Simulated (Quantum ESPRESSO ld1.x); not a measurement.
Values are calculated unless marked as measured or tabulated.
Orbital eigenvalues (eV) of the niobium ion Nb+, [Kr] 4d4, at several levels of relativity; Dirac values are averaged over j with weights 2j + 1. Spin-unpolarised spherical Kohn-Sham, PBE, point nucleus, ld1.x of Quantum ESPRESSO 7.5. A level marked "c x" has the speed of light scaled by that factor and shares open shells by 2j + 1; other Dirac levels either fill j = l - 1/2 first or share by 2j + 1.

shell       non-rel.  Dirac, c x 0.85  Dirac, c x 1.5  Dirac, c x 100  change of magnitude, last against first (%)
1s            -18366           -18987          -18557          -18366                                        0.00
2s           -2532.6          -2678.0         -2577.0         -2532.6                                        0.00
2p           -2327.5          -2366.5         -2339.5         -2327.5                                        0.00
3s           -426.18          -452.88         -434.31         -426.18                                        0.00
3p           -348.20          -355.28         -350.38         -348.20                                        0.00
3d           -205.70          -201.23         -204.30         -205.70                                        0.00
4s           -61.719          -66.050         -63.037         -61.720                                        0.00
4p           -40.295          -41.277         -40.596         -40.295                                        0.00
4d           -9.4450          -9.2598         -9.3831         -9.4450                                        0.00
5s (empty)   -9.0197          -9.5881         -9.1913         -9.0197                                        0.00
5p (empty)   -5.6411          -5.8005         -5.6900         -5.6412                                        0.00
